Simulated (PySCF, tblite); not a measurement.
Isomers of C3H9NS2Si, one GFN2-xTB conformer each. Single-point energies are computed at PBE0/pcSseg-1 (PySCF, gas phase, no added dispersion term), electronic only.

```
            SMILES  GFN2-xTB relative energy (kcal/mol)
[H]/N=C/CS[SiH2]SC                                 13.5
  C=CS[Si@@H](S)NC                                  0.0
```

Conformers: `[H]/[N:7]=[CH:6]/[CH2:5][S:4][SiH2:3][S:2][CH3:1]` with C1–S2–Si3–S4 46°, S2–Si3–S4–C5 -170°, Si3–S4–C5–C6 -66°, S4–C5–C6–N7 98°; `[CH2:1]=[CH:2][S:3][Si@@H:4]([SH:5])[NH:6][CH3:7]` with C1–C2–S3–Si4 -173°, C2–S3–Si4–S5 179°, S3–Si4–S5–H -17°, S3–Si4–N6–C7 -179°.

Q: What does PBE0/pcSseg-1 give for the same structures?

A: 
| SMILES | PBE0/pcSseg-1 E (Eh) | PBE0/pcSseg-1 (kcal/mol) | GFN2-xTB (kcal/mol) | point group |
| --- | --- | --- | --- | --- |
| C=CS[Si@@H](S)NC | -1259.73420 | 0.0 | 0.0 | C1 |
| [H]/N=C/CS[SiH2]SC | -1259.70965 | 15.4 | 13.5 | C1 |

Both levels put the same isomer lowest. As drawn, the lower has an S–H bond and a C=C bond outside aromatic rings, which the higher lacks; the higher has a C=N bond, which the lower lacks.

Q: Which frontier levels, dipoles and rotational constants go with these structures?

A: 
```tsv
SMILES	HOMO (eV, PBE0/pcSseg-1)	LUMO (eV)	dipole (D)	A, B, C (MHz)
C=CS[Si@@H](S)NC	-6.67	-0.15	2.05	2092, 892.6, 652.5
[H]/N=C/CS[SiH2]SC	-6.90	-0.86	2.27	3198, 772.0, 657.6
```

Q: What happens when harmonic zero-point energies from GFN2-xTB frequencies are added?

A: 
```json
{"SMILES": "C=CS[Si@@H](S)NC", "ZPE (kcal/mol)": "71.6", "electronic (kcal/mol)": "0.0", "with ZPE (kcal/mol)": "0.0"}
{"SMILES": "[H]/N=C/CS[SiH2]SC", "ZPE (kcal/mol)": "72.0", "electronic (kcal/mol)": "15.4", "with ZPE (kcal/mol)": "15.9"}
```

The zero-point energies span 0.4 kcal/mol. The order is unchanged.
